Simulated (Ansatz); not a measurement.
```xyz
16

H    -1.1500   -1.1500   -0.7780
H    -1.1500   -1.1500   -1.5220
H    -1.1500   -1.1500    1.5220
H    -1.1500   -1.1500    0.7780
H    -1.1500    1.1500   -0.7780
H    -1.1500    1.1500   -1.5220
H    -1.1500    1.1500    1.5220
H    -1.1500    1.1500    0.7780
H     1.1500   -1.1500   -0.7780
H     1.1500   -1.1500   -1.5220
H     1.1500   -1.1500    1.5220
H     1.1500   -1.1500    0.7780
H     1.1500    1.1500   -0.7780
H     1.1500    1.1500   -1.5220
H     1.1500    1.1500    1.5220
H     1.1500    1.1500    0.7780
```

Basis set: cc-pVDZ (spherical functions). All electrons are correlated. Charge 0, multiplicity 1.

Computed with Ansatz (development build ahead of 0.2.0); each method stands on the lowest determinant of its kind that the runs found. Restricted open shells among the atoms or ions are ROHF, correlated in semicanonical orbitals with singles.

Task: Give the atomization energy at this shape (free ground-state atoms in the same class of orbitals less the molecule, no zero-point energy) of singlet H₁₆ by RHF-MP2, RHF.

Result:

| method | atomization energy |
| --- | --- |
| RHF-MP2 | 3140.4 kJ/mol |
| RHF | 2544.2 kJ/mol |
